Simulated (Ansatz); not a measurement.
`O=C[SiH2]F` and `[NH2][GaH][SiH2]C=O` differ in one atom or group.

Ansatz, PBE0-D4/def2-TZVP geometries, multiplicity 1. Each molecule was computed in one conformer, which needn't be the lowest.

Scalar relativity is left out up to krypton.

```
                                          property  `O=C[SiH2]F`
             HOMO energy (ωB97M-V/def2-TZVPP) / eV         -9.72
size of the dipole moment (ωB97M-V/def2-TZVPP) / D          1.03
           HOMO–LUMO gap (ωB97M-V/def2-TZVPP) / eV         10.04
                 LUMO energy (PBE/def2-TZVPP) / eV         -3.13
             LUMO energy (ωB97M-V/def2-TZVPP) / eV          0.32
               HOMO energy (B3LYP/def2-TZVPP) / eV         -7.20
```

Q: What does the change do to each property? (Best estimate.)

A: Computed: 
```json
{"property": "HOMO energy (ωB97M-V/def2-TZVPP) / eV", "`[NH2][GaH][SiH2]C=O`": "-9.09", "shift": "0.63"}
{"property": "size of the dipole moment (ωB97M-V/def2-TZVPP) / D", "`[NH2][GaH][SiH2]C=O`": "3.32", "shift": "2.29"}
{"property": "HOMO–LUMO gap (ωB97M-V/def2-TZVPP) / eV", "`[NH2][GaH][SiH2]C=O`": "9.10", "shift": "-0.94"}
{"property": "LUMO energy (PBE/def2-TZVPP) / eV", "`[NH2][GaH][SiH2]C=O`": "-2.81", "shift": "0.32"}
{"property": "LUMO energy (ωB97M-V/def2-TZVPP) / eV", "`[NH2][GaH][SiH2]C=O`": "0.00", "shift": "-0.32"}
{"property": "HOMO energy (B3LYP/def2-TZVPP) / eV", "`[NH2][GaH][SiH2]C=O`": "-6.65", "shift": "0.55"}
```

With PBE0 the HOMO rises by 0.55 eV and the LUMO rises by 0.09 eV, so the gap narrows by about 0.46 eV. PBE moves the HOMO by 0.46 eV and ωB97M-V by 0.63 eV. Dipoles are sizes alone; their direction can turn.

B3LYP here is the variant with VWN-RPA as its local correlation; programs differ in this.
